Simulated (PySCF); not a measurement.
Estimate the missing entries of this data sheet.

Species: C5H12O2Si2.
Bonds: C1–C2, C2–C3, C2–C4 (double), C4–Si5, C4–Si6, Si6–O7, O7–C8, C8–O9 (double). Hydrogens: H10, H11, H12 on C1; H13, H14, H15 on C3; H16, H17, H18 on Si5; H19, H20 on Si6; H21 on C8.

Conformer (atom-mapped SMILES and torsion angles): `[CH3:1][C:2]([CH3:3])=[C:4]([SiH3:5])[SiH2:6][O:7][CH:8]=[O:9]`: C2–C4–Si6–O7 -102°, C4–Si6–O7–C8 -35°, Si6–O7–C8–O9 0°.

```tsv
property	level	value
point group of the GFN2-xTB geometry	GFN2-xTB	C1
rotational constants A, B, C of the GFN2-xTB geometry	GFN2-xTB	?
dipole moment	PBE0/pcSseg-1	2.76 D
HOMO energy	PBE0/pcSseg-1	-7.48 eV
LUMO energy	PBE0/pcSseg-1	?
13C chemical shifts (computed TMS as zero) by class	GIAO PBE0/pcSseg-1	?
1H chemical shifts (computed TMS as zero) by class	GIAO PBE0/pcSseg-1	8.09 (H21), 5.40 (H19/H20), 4.32 (H16/H17/H18), 2.26 (H13/H14/H15), 2.07 (H10/H11/H12) ppm
isotropic shieldings of nuclei other than C and H, by class	GIAO PBE0/pcSseg-1	-121 (O9), 127 (O7), 377 (Si6), 430 (Si5) ppm
```

Electronic properties: PySCF, gas phase, density fitting. GFN2-xTB frequencies show an imaginary mode (30i cm⁻¹), so this geometry is no minimum at that level. NMR classes are plain means over equivalent atoms (diastereotopic ones count apart unless rotation or inversion swaps them), as if these changed places fast; in this geometry the members of some classes differ.

Q: What are the rotational constants A, B, C of the GFN2-xTB geometry?

A: 1.479, 0.904, 0.693 GHz.

Q: Give the 13C chemical shifts (computed TMS as zero) by class.

A: 177.1 (C2), 165.4 (C8), 125.2 (C4), 33.0 (C3), 26.4 (C1) ppm.

Q: Give the LUMO energy.

A: -0.82 eV.

The rotational constants make it an asymmetric top with κ = (2B − A − C)/(A − C) = -0.46, nearer the prolate limit (−1). A dipole of 2.76 D is allowed in C1, and pure rotational transitions are dipole-allowed. The dipole equals about 9.2 × 10⁻³⁰ C·m (1 D = 3.33564 × 10⁻³⁰ C·m). With B = h/(8π²I), that is 505.379 GHz u Å² over I, the principal moments of inertia are 341.8, 559.2 and 728.8 u Å² (most abundant isotopes); the inertial defect Ic − Ia − Ib is -172.2 u Å² (zero for a rigid planar frame, negative otherwise).

For the NMR shielding job (PBE0/pcSseg-1), on an Arm Neoverse V2 with one thread, no GPU (shared host), this took 56 s and 1.0 GiB of memory at its peak.

One conformer stands for the species.
